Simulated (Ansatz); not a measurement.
Species: bromoborane, sum formula BH₂Br (charge 0, singlet). 
Structure (B3LYP-D3(BJ)/def2-TZVP (Ansatz, an electronic-structure program) minimum search):
SMILES: BrB
```xyz
4

B     -1.5458     0.1038    -0.1796
Br     0.3404    -0.0229     0.0396
H     -1.9662     0.9940    -0.8363
H     -2.2187    -0.7130     0.3500
```

Property: vertical triplet-singlet gap (E(triplet) - E(singlet); each state is the SCF solution reached for its spin; for the triplet T1 is 0.047), in kJ/mol. Cores are frozen in the correlated levels unless marked. UHF or UKS for open shells. Spin-orbit coupling is left out. The frozen core is the preceding noble-gas configuration, with the filled d and f shells of earlier blocks. Non-relativistic. CBS(X,Y): correlation extrapolated as X^-3; Hartree-Fock from the larger set.

```
level           program  vertical triplet-singlet gap (kJ/mol)
--------------  -------  -------------------------------------
HF/aug-cc-pVTZ   Ansatz                                  436.5
```

**Question.** Predict the CCSD(T)/CBS(aug-cc-pVTZ,aug-cc-pVQZ) result (Ansatz).

**Answer.** 449.2 kJ/mol, so HF/aug-cc-pVTZ differs from it by -12.7 kJ/mol.
